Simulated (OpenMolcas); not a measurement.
# Multiconfigurational calculation on Ne III

Input:

```
&GATEWAY
Coord
1

Ne 0.0 0.0 0.0
Basis=ANO-RCC-VQZP
Group=XYZ
NoMove
AngMom=0.0 0.0 0.0
AMFI
&SEWARD
&RASSCF
FileOrb=start.orb
Symmetry=1
Spin=3
nActEl=4 0 1
Inactive=2 0
Ras2=0 3
Ras3=6 0
CIRoot=3 3 1
SDav=3
CIMx=300
Iter=120 100
PrWF=0.3
OrbListing=Nothing
MaxOrb=0
Thrs=2.0e-7 1.0e-1 5.0e-4
Atom
>>> COPY $Project.JobIph JOB001
&RASSCF
FileOrb=start.orb
Symmetry=1
Spin=1
nActEl=4 0 1
Inactive=2 0
Ras2=0 3
Ras3=6 0
CIRoot=6 6 1
SDav=6
CIMx=300
Iter=120 100
PrWF=0.3
OrbListing=Nothing
MaxOrb=0
Thrs=2.0e-7 1.0e-1 5.0e-4
Atom
>>> COPY $Project.JobIph JOB002
&RASSCF
FileOrb=start.orb
Symmetry=2
Spin=5
nActEl=4 0 1
Inactive=2 0
Ras2=0 3
Ras3=6 0
CIRoot=1 1 1
SDav=6
CIMx=300
Iter=120 100
PrWF=0.3
OrbListing=Nothing
MaxOrb=0
Thrs=2.0e-7 1.0e-1 5.0e-4
Atom
>>> COPY $Project.JobIph JOB003
&RASSCF
FileOrb=start.orb
Symmetry=2
Spin=3
nActEl=4 0 1
Inactive=2 0
Ras2=0 3
Ras3=6 0
CIRoot=1 1 1
SDav=54
CIMx=300
Iter=120 100
PrWF=0.3
OrbListing=Nothing
MaxOrb=0
Thrs=2.0e-7 1.0e-1 5.0e-4
Atom
>>> COPY $Project.JobIph JOB004
&RASSI
NrOfJobIphs=3 3 6 1
1 2 3
1 2 3 4 5 6
1
IphNames
JOB001
JOB002
JOB003
EJob
SpinOrbit
DIPRint=1.0
SOCoupling=1000.0
Subsets=2
MEES
Property=10
'ANGMOM' 1 'ANGMOM' 2 'ANGMOM' 3 'MLTPL  1' 1 'MLTPL  1' 2 'MLTPL  1' 3
'AMFI' 1 'AMFI' 2 'AMFI' 3 'MLTPL  2' 6
SOProperty=3
'ANGMOM' 1 'ANGMOM' 2 'ANGMOM' 3
```

A driver script runs the steps one by one and writes start.orb anew before each from the orbitals found so far.

Output, cut to the results:

```
--- SEWARD ---
Basis set label: NE.ANO-RCC...5S4P3D2F1G.

      Electronic valence basis set:
      ------------------
      Associated Effective Charge  10.000000 au
      Associated Actual Charge     10.000000 au
      Nuclear Model: Point charge

      Shell  nPrim  nBasis  Cartesian Spherical Contaminant
         s      14       5        X
         p       9       4        X
         d       4       3                 X
         f       3       2                 X
         g       2       1                 X
                  Relativistic Douglas-Kroll-Hess integrals:
                    - DKH order of Hamiltonian: 2
                    - DKH order of Properties : 0
                  Atomic mean-field integrals
--- RASSCF ---
Wave function specifications:
      -----------------------------

      Number of closed shell electrons           4
      Number of electrons in active shells       4
      Max number of holes in RAS1 space          0
      Max nr of electrons in RAS3 space          1
      Number of inactive orbitals                2
      Number of active orbitals                  9
      Number of secondary orbitals              44
      Spin quantum number                      1.0
      State symmetry                             1
Orbital specifications:
      -----------------------

      Symmetry species                           1   2
                                                ag  au
      Frozen orbitals                            0   0
      Inactive orbitals                          2   0
      Active orbitals                            6   3
      RAS1 orbitals                              0   0
      RAS2 orbitals                              0   3
      RAS3 orbitals                              6   0
      Secondary orbitals                        21  23
      Deleted orbitals                           0   0
      Number of basis functions                 29  26
      Number of CSFs                             3
      Number of root(s) required                 3
      Iter CI   SX   CI       RASSCF       Energy    max ROT     max BLB   max BLB  Level Ln srch  Step   QN
          iter iter root      energy       change     param      element    value   shift minimum  type update
 Nr of preliminary CI iterations:   1
 ###############################################################################
 ###############################################################################
 ###                                                                         ###
 ###                                                                         ###
 ###    WARNING: Problems in orbital optimization.                           ###
 ###                                                                         ###
 ###                                                                         ###
 ###############################################################################
 ###############################################################################
  Warning: In symmetry  1, orbital p=   3 has diagonal density matrix element D(p,p) close to zero. D(p,p)=  0.000000E+00
  Warning: In symmetry  1, orbital p=   4 has diagonal density matrix element D(p,p) close to zero. D(p,p)=  0.000000E+00
        ...
  Warning: In symmetry  1, orbital p=   6 has diagonal density matrix element D(p,p) close to zero. D(p,p)=  0.000000E+00
  Warning: In symmetry  1, orbital p=   7 has diagonal density matrix element D(p,p) close to zero. D(p,p)=  0.000000E+00
  Warning: In symmetry  1, orbital p=   8 has diagonal density matrix element D(p,p) close to zero. D(p,p)=  0.000000E+00
        4   1    1    0  -126.51036731    5.68E-14   0.00E+00    2   9 1  4.23E-08   0.50   0.00    SX    NO
      Convergence after  4 iterations
        5   1    1    0  -126.51036731   -2.27E-13   0.00E+00    2   9 1  4.24E-08   0.50   0.00    SX    NO
      Natural orbitals and occupation numbers for root  1
      sym 1:   0.000000   0.000000   0.000000   0.000000   0.000000   0.000000
      sym 2:   1.000000   1.000000   2.000000
      Natural orbitals and occupation numbers for root  2
      sym 1:   0.000000   0.000000   0.000000   0.000000   0.000000   0.000000
      sym 2:   1.000000   2.000000   1.000000
      Natural orbitals and occupation numbers for root  3
      sym 1:   0.000000   0.000000   0.000000   0.000000   0.000000   0.000000
      sym 2:   2.000000   1.000000   1.000000
::    RASSCF root number  1 Total energy:   -126.51036731
...
--- RASSI ---
SPIN-FREE ENERGIES:
  (Shifted by EMIN (a.u.) =       -126.5103673094)

 SF State       Relative EMIN(au)   Rel lowest level(eV)    D:o, cm**(-1)      L_eff

     1             0.0000000000        0.0000000000              0.0000         1.0
     2             0.0000000000        0.0000000000              0.0000         1.0
     3             0.0000000000        0.0000000000              0.0000         1.0
     4             0.1253944031        3.4121555350          27520.8904         2.0
     5             0.1253944031        3.4121555350          27520.8904         2.0
     6             0.1253944031        3.4121555350          27520.8904         2.0
     7             0.1253944031        3.4121555350          27520.8904         2.0
     8             0.1253944031        3.4121555350          27520.8904         2.0
     9             0.3124298282        8.5016487307          68570.4214         0.0
    10             1.4769429896       40.1896661546         324151.5182         0.0
     Dipole printing threshold changed to   1.00000000E+00

++ Dipole transition strengths (spin-free states):
   -----------------------------------------------
     for osc. strength at least  1.00000000E+00

  ( Max oscillator strength is only    0.0000000000000000      )
--
Eigenvalues of complex Hamiltonian:
   -----------------------------------
  (Shifted by EMIN (a.u.) =       -126.5103673094)

 SO State       Relative EMIN(au)   Rel lowest level(eV)    D:o, cm**(-1)     J-value

     1            -0.0013884768        0.0000000000              0.0000         1.2
     2            -0.0013884768        0.0000000000              0.0000         1.8
     3            -0.0013884768        0.0000000000              0.0000         1.2
     4            -0.0013884768        0.0000000000              0.0000         1.8
     5            -0.0013884768        0.0000000000              0.0000         1.7
...
```

The J values that RASSI prints are effective ones from its own formula and need not be integers or half-integers; the table below assigns J from the states.

Levels above the lowest, from the spin-orbit matrix, grouped by J:

```csv
Configuration,Term,J,E (cm-1),Measured (cm-1),g,Term weight %
2s2 2p4,3P,2,0.0,0.0,1.501,100
2s2 2p4,3P,1,603,650,1.501,100
2s2 2p4,3P,0,891,927,,100
2s2 2p4,1D,2,27832,25841,1.000,100
2s2 2p4,1S,0,68886,55747,,100
```

Against the 4 measured excited levels shown (Moore, Atomic Energy Levels, vol. I, NSRDS-NBS 35 (1971 reprint of NBS Circular 467, 1949)) the mean absolute deviation is 3800 cm-1; the largest miss in energy is 2s2 2p4 1S0: computed 68886, measured 55747 cm-1 (+23.6 %).

With the s shell closed, the reference lacks s² → p² mixing. Measured partners are found by configuration, term and J. A level has none where our copy of the source lacks it or the pairing is in doubt (some pairs that miss far off the trend of their configuration count as doubtful), and it then counts in no deviation. Only configurations of the active space appear. The first state left out of the spin-orbit step lies near 340000 cm-1 above the lowest spin-free state of the reference (among the parities and spins computed), and the list stops at four fifths of that energy or lower.

The term weight is that of the spin-free term in the level, not the purity of its configuration.
